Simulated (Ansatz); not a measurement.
`CC#C[SiH2]C` and `C#CC` differ in one atom or group.

Ansatz, PBE0-D4/def2-TZVP geometries, multiplicity 1. 

| property | `CC#C[SiH2]C` |
| --- | --- |
| HOMO–LUMO gap (PBE0/def2-TZVPP) / eV | 7.83 |
| size of the dipole moment (PBE/def2-TZVPP) / D | 1.48 |
| HOMO energy (B3LYP/def2-TZVPP) / eV | -7.34 |
| size of the dipole moment (ωB97M-V/def2-TZVPP) / D | 1.45 |
| HOMO energy (PBE0/def2-TZVPP) / eV | -7.57 |
| HOMO–LUMO gap (ωB97M-V/def2-TZVPP) / eV | 11.83 |

Give the same properties after the change, and the shifts. (Estimate.)

Computed: 
| property | `C#CC` | shift |
| --- | --- | --- |
| HOMO–LUMO gap (PBE0/def2-TZVPP) / eV | 9.02 | 1.19 |
| size of the dipole moment (PBE/def2-TZVPP) / D | 0.87 | -0.61 |
| HOMO energy (B3LYP/def2-TZVPP) / eV | -7.49 | -0.15 |
| size of the dipole moment (ωB97M-V/def2-TZVPP) / D | 0.81 | -0.64 |
| HOMO energy (PBE0/def2-TZVPP) / eV | -7.72 | -0.15 |
| HOMO–LUMO gap (ωB97M-V/def2-TZVPP) / eV | 12.86 | 1.03 |

With PBE0 the HOMO falls by 0.15 eV and the LUMO rises by 1.04 eV, so the gap widens by about 1.19 eV. PBE moves the HOMO by -0.11 eV and ωB97M-V by -0.22 eV. Dipoles are sizes alone; their direction can turn.

B3LYP here is the variant with VWN-RPA as its local correlation; programs differ in this.
